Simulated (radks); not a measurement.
The argon ion Ar+, 17 electrons, occupied as [Ne] 3s1.75 3p5 4p0.25 (fractional occupations, a model configuration). Calculated with a radial shooting solver on a logarithmic mesh with Libxc functionals: non-relativistic Kohn-Sham, TPSS, spin-unpolarised, spherical densities, point nucleus; meta-GGA in the generalised Kohn-Sham scheme.

X-ray form factor f0, the Fourier transform of the density (f0(0) = 17):

sin(theta)/lambda (1/angstrom)  f0 (electrons)
0.05                                    16.539
0.1                                     15.478
0.15                                    14.152
0.2                                     12.736
0.25                                    11.399
0.3                                     10.250
0.4                                      8.599
0.5                                      7.579
0.6                                      6.854
0.8                                      5.604
1                                        4.429
1.25                                     3.230
1.5                                      2.413
2                                        1.609
